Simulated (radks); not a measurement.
All-electron atom: the cerium ion Ce33+ in [Ar] 3d7.

Method: Dirac Kohn-Sham, exchange-only PBE, spin-unpolarised, spherical densities, finite nucleus; open shells fill j = l - 1/2 first; Fermi nuclear charge, rms radius 4.8771 fm; computed with a radial shooting solver on a logarithmic mesh with Libxc functionals.

Energy parts (eV):
| part | energy |
|---|---|
| total | -222240.78 |
| kinetic | 239611.99 |
| electron-nucleus | -504085.97 |
| Hartree | 46579.42 |
| exchange | -4346.21 |

Orbitals (lengths in bohr, moments of r in powers of bohr; <r^-3> diverges for s and p1/2):
orbital,occ.,eigenvalue (eV),<r^-3>,<r^2>,<r^4>
1s1/2,2,-41662.87,-,0.0008207,1.775e-06
2s1/2,2,-7832.057,-,0.01289,0.0002859
2p1/2,2,-7482.894,-,0.009439,0.0001793
2p3/2,4,-7032.607,7146,0.01067,0.0002229
3s1/2,2,-2636.536,-,0.08196,0.009992
3p1/2,2,-2493.660,-,0.07613,0.008998
3p3/2,4,-2396.209,1593,0.08236,0.01045
3d3/2,4,-2158.355,267.4,0.06470,0.007215
3d5/2,3,-2136.471,243.5,0.06639,0.007553

The highest occupied level is 3d5/2 at -2136.5 eV. The density falls to 0.001 e/bohr^3 at r = 0.84 bohr. The electron density at the nucleus is 3.818e+05 e/bohr^3.
